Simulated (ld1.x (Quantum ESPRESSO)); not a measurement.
**Reading a pseudo-wave (O)**

Columns: radius, all-electron u(r) and pseudo u(r) of the 2p shell (level -64.76 eV) of oxygen in the configuration [He] 2s2 2p1; PBEsol, scalar-relativistic, PAW scheme, ld1.x (Quantum ESPRESSO) 7.5.

```json
{"r (bohr)": "0.060", "all-electron": "0.0573", "pseudo": "0.0154"}
{"r (bohr)": "0.120", "all-electron": "0.1832", "pseudo": "0.0605"}
{"r (bohr)": "0.180", "all-electron": "0.3328", "pseudo": "0.1321"}
{"r (bohr)": "0.240", "all-electron": "0.4817", "pseudo": "0.2252"}
{"r (bohr)": "0.300", "all-electron": "0.6171", "pseudo": "0.3334"}
{"r (bohr)": "0.360", "all-electron": "0.7329", "pseudo": "0.4494"}
{"r (bohr)": "0.420", "all-electron": "0.8271", "pseudo": "0.5659"}
{"r (bohr)": "0.480", "all-electron": "0.9003", "pseudo": "0.6758"}
{"r (bohr)": "0.540", "all-electron": "0.9535", "pseudo": "0.7732"}
{"r (bohr)": "0.600", "all-electron": "0.9880", "pseudo": "0.8532"}
{"r (bohr)": "0.660", "all-electron": "1.0058", "pseudo": "0.9130"}
{"r (bohr)": "0.720", "all-electron": "1.0093", "pseudo": "0.9514"}
{"r (bohr)": "0.780", "all-electron": "1.0005", "pseudo": "0.9689"}
{"r (bohr)": "0.840", "all-electron": "0.9817", "pseudo": "0.9677"}
{"r (bohr)": "0.900", "all-electron": "0.9550", "pseudo": "0.9509"}
{"r (bohr)": "0.960", "all-electron": "0.9219", "pseudo": "0.9221"}
{"r (bohr)": "1.020", "all-electron": "0.8841", "pseudo": "0.8852"}
{"r (bohr)": "1.080", "all-electron": "0.8430", "pseudo": "0.8435"}
{"r (bohr)": "1.140", "all-electron": "0.7997", "pseudo": "0.7998"}
{"r (bohr)": "1.200", "all-electron": "0.7552", "pseudo": "0.7552"}
{"r (bohr)": "1.260", "all-electron": "0.7103", "pseudo": "0.7103"}
{"r (bohr)": "1.320", "all-electron": "0.6656", "pseudo": "0.6656"}
{"r (bohr)": "1.380", "all-electron": "0.6216", "pseudo": "0.6216"}
{"r (bohr)": "1.440", "all-electron": "0.5789", "pseudo": "0.5789"}
{"r (bohr)": "1.500", "all-electron": "0.5377", "pseudo": "0.5377"}
{"r (bohr)": "1.560", "all-electron": "0.4981", "pseudo": "0.4981"}
```

(1) How many radial nodes do the two functions have?

(2) At about which radius was the pseudo-wave matched?

(3) Is the pseudo-wave norm-conserving?

## Answers

(1) The all-electron 2p function has n − l − 1 = 0; the pseudo-wave has 0.

(2) 1.20 bohr, where the columns begin to agree (steps of 0.06 bohr).

(3) No, it belongs to a PAW set: the norm inside the radius is not constrained, and the difference is carried by the augmentation charge.
